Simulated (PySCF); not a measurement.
**Correlation energy of Be (beryllium, neutral)**

[He] 2p2, high-spin 3P determinant (an excited configuration). All numbers are calculated (PySCF 2.14, the spin-free X2C one-electron Hamiltonian (Gaussian nucleus), in x2c-TZVPPall). Frozen: nothing; 4 electrons correlated.

| level | correlation energy (mhartree) |
| --- | --- |
| CCSD | -39.54 |
| (T) | -0.03 |
| CCSD(T) | -39.57 |
| CCSDT | -39.57 |
| FCI | -39.57 |

Diagnostics: T1 = 0.0011, D1 = 0.0019, largest double amplitude 0.073, weight of the Hartree-Fock determinant in FCI 0.9875 (18411 determinants).

Problem. Is a single reference adequate?

Solution. Mostly. T1 lies below 0.03, but a double amplitude of this size points to a near-degeneracy that CCSD handles and MP2 describes poorly.

This basis was not built for core-valence correlation, so the inner-shell part is incomplete.
